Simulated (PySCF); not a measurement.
C₂H₃ClFIn, SMILES C=[CH][In]([F])[Cl].

Geometry optimised at B3LYP-D3(BJ)/def2-SVP. The structure was generated by enumeration; whether it is a known compound was not checked. The def2 effective core potentials stand for the cores of In; spin–orbit coupling is left out. One conformer was computed; it need not be the lowest.

Two levels are set side by side: PBE/def2-TZVP (PySCF) and ωB97X/def2-TZVP (PySCF). Same geometry, gas phase. Differences are taken from unrounded values.

```tsv
quantity	PBE
orbital gap (eV)	4.59
highest occupied level (eV)	-7.36
lowest empty level (eV)	-2.77
dipole moment (D)	4.20
mean polarisability (bohr³)	72.0
```

Question: These are the PBE values. What does ωB97X give? (An estimate is asked for; the answer gives what the named calculation found.)

Answer: 
```tsv
quantity	ωB97X	PBE minus ωB97X
orbital gap (eV)	11.02	-6.43
highest occupied level (eV)	-11.07	3.72
lowest empty level (eV)	-0.05	-2.72
dipole moment (D)	4.29	-0.09
mean polarisability (bohr³)	67.4	4.6
```

PBE's occupied levels lie high since its potential decays too fast outside the molecule; exact exchange lowers them and widens the gap. PBE's more diffuse valence density responds more strongly to a field. Differences between two approximate levels are no errors against the true value.

Rough cost on one machine, each run with all the roots and properties that it gave: ωB97X against PBE within a factor of 2.
